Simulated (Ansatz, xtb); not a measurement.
## Ranking isomers of BH6NSeSi

11 gas-phase structures of BH6NSeSi, found in a search over its isomers (lower ones may exist). Each was relaxed with GFN2-xTB; where two conformers were screened, the lower at r2SCAN-D4/def2-SVP is listed:

A. `[SiH3][NH2+][BH-]=[Se]`, a singlet
B. `[BH2-]1N[SiH2][SeH+]1`, a singlet
C. `BN[SiH2][SeH]`, a singlet
D. `[SiH3]NB[SeH]`, a singlet
E. `NB[Se][SiH3]`, a singlet
F. `[NH3+][BH2-][SiH]=[Se]`, a singlet
G. `[BH2-]1[NH2+][SiH2][Se]1`, a singlet
H. `B[Se][SiH2]N`, a singlet
I. `NB[SiH2][SeH]`, a singlet
J. `BN[Se][SiH3]`, a singlet
K. a singlet given by its coordinates

K (Å):

```yaml
atoms:
  - { symbol: B, position_ang: [-1.8499, 0.1368, -0.8960] }
  - { symbol: N, position_ang: [-0.9376, 0.8919, -2.0641] }
  - { symbol: Se, position_ang: [-0.8087, 3.9769, -0.7687] }
  - { symbol: Si, position_ang: [-0.1606, 1.9877, -0.8855] }
  - { symbol: H, position_ang: [-1.5547, -1.0084, -0.8785] }
  - { symbol: H, position_ang: [-2.9816, 0.3894, -1.1144] }
  - { symbol: H, position_ang: [-1.5009, 0.6831, 0.1517] }
  - { symbol: H, position_ang: [-1.5575, 1.3358, -2.7307] }
  - { symbol: H, position_ang: [-0.3789, 0.2080, -2.5606] }
  - { symbol: H, position_ang: [1.0093, 1.2069, -0.5124] }
```

Close contacts (Å): B1–N2 1.66, B1–Si4 2.51, N2–Si4 1.79, Se3–Si4 2.10, B1–H5 1.18, B1–H6 1.18, B1–H7 1.23, N2–H8 1.01, N2–H9 1.01, Si4–H10 1.46.

**Question.** Estimate their order in r2SCAN-D4/def2-SVP energy at these geometries, lowest first.

**Answer.** Calculated order at r2SCAN-D4/def2-SVP: E (0.0), D (6.1), C (8.6), G (11.0), I (19.4), H (20.5), K (26.2), F (26.8), A (32.5), B (33.2), J (41.5) kcal/mol. Less than 1 kcal/mol parts K and F; A and B, so the order within those pairs means little.

Energies above the lowest of each column, in kcal/mol; the last columns are at B3LYP-D3(BJ)/def2-SVP geometries and were run for some of them only (a dash: not run or not comparable):

```csv
structure,GFN2-xTB,HF/STO-3G,r2SCAN-D4/def2-SVP,B3LYP-D3(BJ)/def2-SVP,CCSD(T)/def2-SVP + ΔMP2/def2-TZVPP
E,2.0,0.0,0.0,0.0,0.0
D,2.1,6.2,6.1,4.0,3.5
C,0.0,8.6,8.6,4.8,–
G,4.6,9.1,11.0,11.6,–
I,21.9,24.9,19.4,–,–
H,13.7,27.6,20.5,–,–
K,12.0,59.1,26.2,–,–
F,20.2,62.7,26.8,–,–
A,22.3,50.0,32.5,–,–
B,17.5,46.1,33.2,–,–
J,21.3,32.4,41.5,–,–
```

CCSD(T)/def2-SVP + ΔMP2/def2-TZVPP puts E lowest of those it was run on; GFN2-xTB picks C. Some further structures that were screened fall inside this span and aren't listed. Flexible structures stand in one conformer each, not always the lowest. Frequencies (B3LYP-D3(BJ)/def2-SVP) were run for D, E alone. ΔMP2 is the change of the MP2 energy from the smaller to the larger basis.

Over these structures GFN2-xTB departs from r2SCAN-D4/def2-SVP by 5.2 kcal/mol on average once a common shift is removed. A GFN2-xTB relaxation took about 0.2 s and the r2SCAN-D4/def2-SVP energy about 1.5 s on a shared host (Ansatz 0.2.0, xtb 6.7.1).
